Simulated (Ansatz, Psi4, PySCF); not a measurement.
C$_{2}$H$_{5}$N, charge -1, doublet, at a GFN2-xTB geometry (a state made from the parent by changing its charge; the spin is typed, not shown lowest) (in this run its highest filled SCF level lies above zero, so its values depend strongly on the basis, on diffuse functions most of all). Base run: CAMB3LYP/cc-pVDZ run with PySCF.

Geometry (Å):
```xyz
8

C      1.0693    -0.3596     0.0209
N     -0.0546     0.3678     0.4585
C     -1.1561     0.2427    -0.3629
H      1.5810     0.0693    -0.8881
H      1.8334    -0.3777     0.8176
H      0.8624    -1.4319    -0.2579
H     -1.2846    -0.7011    -0.9426
H     -2.0896     0.5676     0.1141
```
Charge -1, spin multiplicity 2.
Orbitals are unrestricted.
All else is at PySCF's defaults.

The same geometry, method and basis name were run in Ansatz (an electronic-structure program) and Psi4 and PySCF, at each program's defaults and at the settings that a row names. The base is PySCF at its defaults. Differences at the defaults can come from grids, fitting, cores and function types together.

| code and settings | ΔE vs base (µEh) | basis functions | E (Eh) | SCF cycles |
|---|---|---|---|---|
| PySCF, defaults (exact integrals, its default grid, spherical functions) | 0.0 | 67 | -133.79682 | 12 |
| Psi4, defaults (density fitting with its default set, its default grid, spherical functions) | -47.2 | 67 | -133.79687 | 10 |
| Ansatz, defaults (factorised integrals, its default grid, spherical functions) | -0.4 | 67 | -133.79682 | - |
| PySCF, density fitting with def2-universal-jkfit | -52.6 | 67 | -133.79688 | 12 |
| PySCF, fine grid | 0.8 | 67 | -133.79682 | 12 |
| Psi4, exact integrals, spherical functions, fine grid | 0.8 | 67 | -133.79682 | 14 |
| Ansatz, high accuracy | 0.8 | 67 | -133.79682 | - |

Open shells are given as the SCF converged; they aren't shown to be the lowest states, and a large step between rows can be another state.
